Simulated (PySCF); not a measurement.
Species: PH$_{4}$, charge -1, multiplicity 1. Whether it binds its extra electron was not tested at this geometry. 
Geometry from a B3LYP-D3(BJ)/def2-TZVP (Ansatz) optimisation:
```xyz
5

P     -0.0900    -0.0022     0.0787
H     -0.1334     0.0276    -1.3351
H      1.3057     0.0005     0.3104
H      0.0798     1.7023    -0.0417
H      0.0981    -1.6980    -0.1137
```
Charge -1, spin multiplicity 1.

Dispersion corrections to the total energy (kcal/mol) from the dftd3 and dftd4 libraries through PySCF: D3(BJ) without and D4 with the three-body term, each with the damping fitted for the functional named.

```
functional      D3(BJ)          D4
----------  ----------  ----------
PBE              -1.23  (withheld)
B3LYP            -2.13       -3.53
BHLYP            -1.63  (withheld)
LC-wPBE          -1.06       -2.42
BP86        (withheld)       -2.74
r2SCAN           -0.30       -0.52
B2GP-PLYP        -0.71       -0.87
```

Problem. What belongs in the gaps?

Solution. 
- PBE, D4: -2.20
- BHLYP, D4: -2.33
- BP86, D3(BJ): -1.82
